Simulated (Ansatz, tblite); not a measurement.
Removing and adding an electron: Al2B5. The state is a doublet with charge 0. Geometry: PBE0-D4/def2-SVP. Ansatz, gas phase; energy differences of separate SCF runs; the oxidised species is a singlet (the triplet lies 0.24 eV higher at PBE0-D4/def2-TZVP); the reduced species is a singlet (the triplet lies 0.16 eV higher at PBE0-D4/def2-TZVPD).

```tsv
atom	x (Å)	y (Å)	z (Å)
B1	0.6991	-0.5178	0.7578
B2	1.2339	0.0415	-0.7627
B3	0.0766	-1.0874	-0.7110
B4	0.8661	1.1212	0.3143
B5	-0.5117	0.6394	1.0116
Al6	-1.4812	-1.1838	0.6808
Al7	-0.8829	0.9869	-1.2908
```

The xTB rows come from tblite. LC-ωPBE has ω = 0.4 bohr⁻¹. The structure comes from a short search, and lower isomers may exist.

```tsv
level	−HOMO (eV)	vertical IE (eV)	−LUMO (eV)	vertical EA (eV)	HOMO–LUMO gap (eV)	IE − EA (eV)	remarks
GFN1-xTB	–	11.27	–	5.91	–	5.36	–
GFN2-xTB	–	9.36	–	2.56	–	6.80	–
PBE-D4/def2-TZVP	5.04	7.43	3.94	–	1.10	–	restricted SCF unstable in HF (+1 singlet)
PBE-D4/def2-TZVPD	5.04	–	3.94	1.88	1.10	–	HOMO above zero (-1 singlet), restricted singlet, untested (-1 singlet)
PBE0-D4/def2-TZVP	5.84	7.57	3.15	–	2.69	–	restricted SCF unstable in HF (+1 singlet)
PBE0-D4/def2-TZVPD	5.84	–	3.16	1.80	2.68	–	restricted singlet, untested (-1 singlet)
LC-ωPBE/def2-TZVPD	7.99	–	1.16	1.72	6.83	–	restricted singlet, untested (-1 singlet)
```

Run but left out: LC-ωPBE/def2-TZVP (charge +1 singlet: restricted singlet with a triplet 0.31 eV lower at the same geometry).   A HOMO above zero means that the electron is unbound at that level or that self-interaction error raises the level; the energy of removing that electron tells which. HOMO and LUMO are the levels of the spin that leaves or enters (xTB has no such levels and no spin-polarisation term). Other spin states of the ions may lie lower, which would lower the ionisation energy or raise the affinity. Raw xTB energy differences between charge states are shifted by several eV; the methods need an empirical correction for them.
